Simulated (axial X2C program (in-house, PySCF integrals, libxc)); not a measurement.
# Estimating the spin–orbit splitting of the π levels of ScS⁻

All values were computed with an in-house relativistic program for diatomic molecules. Spin-free means the one-electron spin-free X2C Hamiltonian; two-component (2c) means X2C with spin–orbit coupling and atomic mean-field two-electron Coulomb and Gaunt terms, so the difference of the two also holds small scalar two-electron terms. Basis: Sc dyall-acv3z [11s12p8d5f2g], S dyall-av3z [9s8p3d2f] (cores contracted in-house); Gaussian nuclei, density fitting, unrestricted open shells. Masses: Sc 44.956 u, S 31.972 u.

Hartree–Fock at 2.177 Å, closed shell. Valence p splittings ε(p3/2) − ε(p1/2) of spherical Dirac–Hartree–Fock atoms with fractionally filled p shells: S 3p 0.090 eV.

| filled π level (eV), spin-free | S p share | Sc p share |
| --- | --- | --- |
| -4.42 | 0.69 | 0.07 |

Task: In first order a p shell splits by 3ζ/2 and a π orbital by ζ. Estimate the splitting of each π level from the shares.

Result: level -4.42 eV: (2/3) × (0.69 × 0.090) = 0.04 eV.

The two-component Hartree–Fock calculation gives:

```json
{"ε(ω = 1/2) (eV)": "-4.452", "σ share of it": "0.00", "ε(ω = 3/2) (eV)": "-4.396", "splitting (eV)": "0.06", "estimate (eV)": "0.04"}
```

The estimate leaves out the mixing of π1/2 with σ1/2 levels, which pushes the ω = 1/2 spinor up or down, the d and f parts of the orbital, small shares of the strongly split outer-core p shell of a metal, the Gaunt term (absent from the atomic values), and the change of the atomic p orbitals with charge; Löwdin shares depend on the basis.
